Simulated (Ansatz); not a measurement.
Calculated with Ansatz (gas phase, PBE0-D4/def2-TZVP geometries, no zero-point term in ΔE). CCSD(T)/CBS is the MP2 limit (def2-TZVPP, def2-QZVPP) plus CCSD(T) − MP2 in def2-TZVPP, frozen cores. Functionals use def2-TZVPP. B3LYP here is the variant with VWN-RPA as its local correlation; programs differ in this. For Br, Ti outer-core shells are correlated without core-valence functions, which leaves a few kJ/mol of doubt a bond. Scalar relativity is left out up to krypton. One conformer a species, not always the lowest.

Reaction (redistribution): `CC[N](C)[Ti]([Cl])([Cl])[Cl]` + `[Cl][Al]([Cl])[Br]` → `[Cl][Ti]([Cl])([Cl])[Br]` + `CC[N](C)[Al]([Cl])[Cl]`

`CC[N](C)[Ti]([Cl])([Cl])[Cl]`:

Cartesian coordinates in Å:
```
C 0.949 -1.709 -0.197
C 0.962 -0.198 -0.340
N -0.213 0.450 0.226
C -0.338 0.403 1.662
Ti -1.228 1.247 -1.063
Cl -2.992 2.096 -0.085
Cl 0.003 2.814 -2.009
Cl -1.774 -0.296 -2.544
H 1.832 -2.134 -0.680
H 0.062 -2.130 -0.674
H 0.962 -2.016 0.850
H 1.027 0.060 -1.405
H 1.856 0.238 0.125
H -1.201 0.983 1.983
H -0.467 -0.626 2.015
H 0.560 0.818 2.135
```

`[Cl][Al]([Cl])[Br]`:

Z-matrix (Å, degrees):
```
Al
Cl 1 2.070
Br 1 2.225 2 120.2
Cl 1 2.070 2 119.7 3 180.0
```

`[Cl][Ti]([Cl])([Cl])[Br]`:

Z-matrix (Å, degrees):
```
Ti
Cl 1 2.161
Cl 1 2.161 2 109.6
Br 1 2.317 2 109.4 3 119.9
Cl 1 2.161 2 109.6 3 -120.2
```

`CC[N](C)[Al]([Cl])[Cl]`:

Cartesian coordinates in Å:
```
C -0.775 0.215 1.726
C -0.135 0.899 0.528
N 0.262 -0.009 -0.534
C -0.847 -0.587 -1.263
Al 1.939 -0.365 -0.901
Cl 3.471 0.520 0.204
Cl 2.431 -1.672 -2.451
H -0.082 -0.502 2.174
H -1.687 -0.319 1.451
H -1.041 0.952 2.487
H -0.832 1.645 0.118
H 0.746 1.453 0.865
H -1.491 0.198 -1.681
H -1.473 -1.228 -0.631
H -0.486 -1.199 -2.091
```

```json
{"level": "PBE-D4", "ΔE (kcal/mol)": "4.5", "difference from CCSD(T)/CBS": "-3.3"}
{"level": "PBE0-D4", "ΔE (kcal/mol)": "5.8", "difference from CCSD(T)/CBS": "-2.0"}
{"level": "B3LYP-D4", "ΔE (kcal/mol)": "4.8", "difference from CCSD(T)/CBS": "-3.0"}
{"level": "B2PLYP", "ΔE (kcal/mol)": "3.7", "difference from CCSD(T)/CBS": "-4.1"}
{"level": "PBE", "ΔE (kcal/mol)": "3.4", "difference from CCSD(T)/CBS": "-4.4"}
{"level": "r2SCAN", "ΔE (kcal/mol)": "4.4", "difference from CCSD(T)/CBS": "-3.4"}
{"level": "PBE0", "ΔE (kcal/mol)": "4.9", "difference from CCSD(T)/CBS": "-2.9"}
{"level": "B3LYP", "ΔE (kcal/mol)": "3.2", "difference from CCSD(T)/CBS": "-4.6"}
{"level": "HF/def2-TZVPP", "ΔE (kcal/mol)": "6.4", "difference from CCSD(T)/CBS": "-1.4"}
{"level": "MP2/def2-TZVPP", "ΔE (kcal/mol)": "6.7", "difference from CCSD(T)/CBS": "-1.1"}
{"level": "SCS-MP2/def2-TZVPP", "ΔE (kcal/mol)": "6.8", "difference from CCSD(T)/CBS": "-1.0"}
{"level": "CCSD/def2-TZVPP", "ΔE (kcal/mol)": "7.7", "difference from CCSD(T)/CBS": "-0.1"}
{"level": "SCS-MP2/def2-QZVPP", "ΔE (kcal/mol)": "7.1", "difference from CCSD(T)/CBS": "-0.7"}
{"level": "HF/CBS(def2)", "ΔE (kcal/mol)": "5.7", "difference from CCSD(T)/CBS": "-2.1"}
{"level": "MP2/CBS(def2)", "ΔE (kcal/mol)": "7.5", "difference from CCSD(T)/CBS": "-0.3"}
{"level": "CCSD/CBS(def2)", "ΔE (kcal/mol)": "8.5", "difference from CCSD(T)/CBS": "0.7"}
{"level": "CCSD(T)/CBS", "ΔE (kcal/mol)": "7.8", "difference from CCSD(T)/CBS": "0"}
```

Largest T1 diagnostic among the species: 0.023, so the coupled-cluster value is less sure than usual.

The D4 term adds +1.6 kcal/mol with B3LYP and +1.0 kcal/mol with PBE0; it sums over pairs of atoms, weighted by their polarisabilities, and B3LYP, whose exchange is more repulsive, gets the larger term. From PBE to PBE0 (25 % exact exchange), in def2-TZVPP and without D4, ΔE moves by +1.5 kcal/mol.

CCSD(T)/CBS has its own doubt, a few kJ/mol and more with outer-core shells, so smaller differences from it don't rank the levels.
